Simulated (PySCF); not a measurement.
Species: C₃H₁₁NSi₂.
Atom-mapped SMILES: `[CH3:1][Si@H:2]1[CH2:3][NH:4][SiH2:5][CH2:6]1`

Structure used (GFN2-xTB), in Å, numbered top down from 1:
```
atom  x, y, z in Å
C1     2.346    0.114   -0.540
Si2    0.860   -0.075    0.630
C3    -0.326    1.421    0.448
N4    -1.664    0.905    0.238
Si5   -1.928   -0.663   -0.398
C6    -0.301   -1.495    0.134
H7     2.916    1.009   -0.313
H8     2.031    0.175   -1.578
H9     3.017   -0.734   -0.448
H10    1.323   -0.180    2.025
H11   -0.325    2.051    1.343
H12   -0.020    2.068   -0.385
H13   -2.364    1.625    0.147
H14   -2.076   -0.746   -1.864
H15   -3.133   -1.193    0.244
H16   -0.474   -2.164    0.972
H17    0.111   -2.106   -0.665
```

Definitions: NICS(0) = −σiso at the ring centroid; NICS(1) = −σiso and NICS(1)zz = −σzz at ±1 Å along the ring normal z. Level: GIAO PBE0/pcSseg-1 (PySCF, non-relativistic, gas phase) on the GFN2-xTB geometry, one conformer.

Ring bond lengths (Å), with Mayer bond orders in brackets: Si2–C3 1.918 (0.89), C3–N4 1.450 (0.94), N4–Si5 1.712 (1.02), Si5–C6 1.903 (0.90), C6–Si2 1.900 (0.91).

**Question.** What do the NICS probes read (ppm)?

**Answer.** 
| ring | type | NICS(0) | NICS(1), two faces | NICS(1)zz, two faces | rms pucker (Å) | centre to ring atoms, mean (Å) |
| --- | --- | --- | --- | --- | --- | --- |
| Si2–C3–N4–Si5–C6 | 5-membered ring with N and 2 Si; formal bonds all single | -5.3 | -3.2 / -2.5 | -2.5 / -1.6 | 0.10 | 1.50 |

**Question.** What can be read from them?

**Answer.** 
- Si2–C3–N4–Si5–C6: mean NICS(1)zz -2.0 ppm, near zero. Si2, C3, Si5, C6 have four or more neighbours, and the NICS criterion for π rings isn't applied.

**Question.** Give the inner angles of the rings and the Hirshfeld charges of the ring atoms.

**Answer.** 
- Si2–C3–N4–Si5–C6: Si2 100.4° (+0.382 e), C3 107.9° (-0.119 e), N4 121.5° (-0.250 e), Si5 99.5° (+0.359 e), C6 105.6° (-0.255 e); sum 534.8° against 540° for a flat convex ring.
